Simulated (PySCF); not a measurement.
First SCF of a structure search on singlet Ni(OH)2, at a hand-made linear (heavy-atom frame) geometry. PySCF input:

```python
from pyscf import gto, scf, dft
mol = gto.M(atom='''
Ni     0.000000     0.000000     0.000000
O      0.000000     0.000000     1.730000
O      0.000000     0.000000    -1.730000
H     -0.735400     0.000000     2.347100
H      0.735400     0.000000    -2.347100''',
    basis={'Ni': 'def2-TZVP', 'O': 'def2-TZVP', 'H': 'def2-TZVP'},
    charge=0, spin=0)
mf = dft.RKS(mol, xc='B3LYP')
mf.grids.atom_grid = (50, 194)
aux = {'Ni': 'def2-universal-JKFIT', 'O': 'def2-universal-JKFIT', 'H': 'def2-universal-JKFIT'}
mf = mf.density_fit(auxbasis=aux)
mf.conv_tol = 1e-08
mf.diis_space = 10
mf.max_cycle = 60
mf.init_guess = 'minao'
mf.verbose = 4
mf.kernel()
```

Excerpt of the output (cycles and frontier levels):

```
init E= -1659.26848216536
  HOMO = 0.190512544243383  LUMO = 0.194900826947305  gap/eV = 0.11941
cycle= 1 E= -1634.67401649223  delta_E= 24.6  |g|= 9.33  |ddm|= 22.7
  HOMO = -1.85831788160188  LUMO = -1.84404044774326  gap/eV = 0.38851
cycle= 2 E= -1564.19512838066  delta_E= 70.5  |g|= 21.3  |ddm|= 27.6
  HOMO = -0.935923712155123  LUMO = -0.862920542744583  gap/eV = 1.98652
cycle= 3 E= -1630.75195945761  delta_E= -66.6  |g|= 15.3  |ddm|= 12.8
  HOMO = -0.825264554343597  LUMO = -0.725534838541648  gap/eV = 2.71378
cycle= 4 E= -1639.73189564307  delta_E= -8.98  |g|=   13  |ddm|= 3.12
  HOMO = -0.743493904673029  LUMO = -0.694182291015238  gap/eV = 1.34184
cycle= 5 E= -1650.6718796725  delta_E= -10.9  |g|= 9.55  |ddm|= 7.57
  HOMO = -0.547237997760413  LUMO = -0.456777949081413  gap/eV = 2.46154
cycle= 6 E= -1649.39314215184  delta_E= 1.28  |g|= 9.18  |ddm|=  2.5
  HOMO = -0.686514309800546  LUMO = -0.654681123956973  gap/eV = 0.86623
... 18 lines left out ...
cycle= 16 E= -1660.07620227698  delta_E= -6.37e-08  |g|= 0.000332  |ddm|= 0.000856
  HOMO = -0.258550537690982  LUMO = -0.1690460111842  gap/eV = 2.43554
cycle= 17 E= -1660.07620231478  delta_E= -3.78e-08  |g|= 0.000139  |ddm|= 0.000412
  HOMO = -0.258551934628164  LUMO = -0.169045082246626  gap/eV = 2.43561
cycle= 18 E= -1660.07620233349  delta_E= -1.87e-08  |g|= 5.1e-05  |ddm|= 0.000676
  HOMO = -0.258555129027272  LUMO = -0.169047370100124  gap/eV = 2.43563
cycle= 19 E= -1660.07620233388  delta_E= -3.87e-10  |g|= 3.51e-06  |ddm|= 5.57e-05
  HOMO = -0.258555351580308  LUMO = -0.169047292410745  gap/eV = 2.43564
Extra cycle  E= -1660.07620233388  delta_E= 4.55e-13  |g|= 1.29e-05  |ddm|= 6.24e-06
converged SCF energy = -1660.07620233388
```

No lower solution of this spin was found from smeared starts or by a stability analysis within the restricted form, which does not test spin polarisation.

At the minimum of this search the closed-shell solution is unstable towards spin polarisation, so a lower open-shell solution exists.

The search for the lowest solution, 3 starts and the stability check together, took 11 s on 4 threads of a shared Arm Neoverse V2 host, with 119 basis functions; the process peaked at 0.6 GiB. Launch command: `OMP_NUM_THREADS=4 python axn.py task.json out`.
